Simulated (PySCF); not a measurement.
## [ReF3]+: umbrella–stretch map

Method: PySCF, UPBE0, basis Re def2-SVP with ECP60, F def2-SVP (scalar-relativistic core potentials, no spin–orbit coupling, density fitting).

Rigid scan from the quartet minimum (Re–F 1.796 Å (×3); F–Re–F 120.0° (×3)). Coordinate: rows: all bonds scaled; columns: angle to the threefold axis. Energies in kJ/mol from the minimum.

Rows run from the largest first scale (top) to the smallest, columns from the smallest angle to the largest. Lower edges of the bins (kJ/mol): '_' 0.0, '.' 1.2, ':' 3.0, '-' 6.0, '=' 10.6, '+' 18.0, '*' 29.7, '#' 48.2, '%' 77.5, '@' 124.0; top 198, each point printed twice.
```
@@@@@@%%%%%%
@@%%##**++==
%%%%##++--__
@@%%##**==--
@@@@%%%%####
```

Q: Give the energies on the grid of the scan.

A: 
```csv
scale \ angle,60,66,72,78,84,90
0.95,198,156,120,89,68,61
0.98,137,98,64,35,16,9
1.00,122,85,52,25,7,0
1.03,130,96,65,40,23,17
1.07,183,151,124,102,87,81
```

The bond scale of lowest energy on the grid is 1.00 at 60°, 1.00 at 66°, 1.00 at 72°, 1.00 at 78°, 1.00 at 84°, 1.00 at 90°.

Other spin states or occupations of the open shell can lie lower. No spin–orbit coupling is included, which matters more the heavier the element.

Other isomers or separated fragments may lie lower.
